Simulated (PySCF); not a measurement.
C5H11O3 (SMILES COCCOCC[O]), doublet, geometry from GFN2-xTB. Base run: DF-PBE/3-21G run with PySCF.

Here is a job for PySCF.
```python
from pyscf import gto, scf, dft

mol = gto.Mole()
mol.atom = '''
    C    -3.40177845    0.90672999   -0.37893972
    O    -2.12115153    0.59172966    0.10534485
    C    -1.78222557   -0.76143086   -0.06980004
    C    -0.33836241   -0.96057827    0.37538620
    O     0.52102439   -0.61830595   -0.68747809
    C     1.86416185   -0.60137980   -0.38302005
    C     2.31515922    0.76383615    0.33657603
    O     3.55481704    0.69515998    0.71951132
    H    -4.17595493    0.32714022    0.13946038
    H    -3.47866538    0.71360167   -1.45561399
    H    -3.55256777    1.96670747   -0.18796497
    H    -2.44909425   -1.40112506    0.52971107
    H    -1.87391914   -1.05043051   -1.12668542
    H    -0.16562595   -2.00378920    0.67605209
    H    -0.15060637   -0.30825395    1.24119231
    H     2.41397724   -0.63595951   -1.32511826
    H     2.17052871   -1.42648804    0.27032640
    H     2.06991292    1.60052107   -0.34616327
    H     1.61276782    0.78634306    1.20456465
'''
mol.basis = '3-21g'
mol.spin = 1
mol.verbose = 4
mol.build()

mf = dft.UKS(mol)
mf.xc = 'pbe'
mf = mf.density_fit(auxbasis='def2-universal-jkfit')
mf.kernel()
```

Variants of this job, named by their change:

| change | basis functions | E (Eh) | HOMO (eV) | dipole (D) | core-seconds (rough) |
|---|---|---|---|---|---|
| base | 94 | -419.86373 | -4.38 | 4.05 | 50 |
| basis = STO-3G | 51 | -416.70463 | -1.10 | 3.07 | 30 |
| basis = pcseg-0 | 94 | -421.04315 | -4.81 | 4.52 | 80 |
| basis = 6-31G | 94 | -422.06800 | -4.79 | 4.57 | 70 |
| basis = def2-SVP | 167 | -421.88540 | -4.94 | 4.07 | 100 |
| basis = pc-1 | 167 | -422.13089 | -5.13 | 4.37 | 100 |
| basis = cc-pVDZ | 167 | -422.21664 | -4.84 | 3.92 | 100 |
| basis = 6-31G** | 167 | -422.20119 | -4.80 | 4.12 | 90 |
| basis = 6-311G** | 210 | -422.31430 | -5.03 | 4.17 | 100 |
| basis = 6-311++G** | 253 | -422.32954 | -5.32 | 4.59 | 200 |

Totals compare only among sets that treat the same electrons; sets with core potentials leave the core out.

Open shells are given as the SCF converged; they aren't shown to be the lowest states, and a large step between rows can be another state.
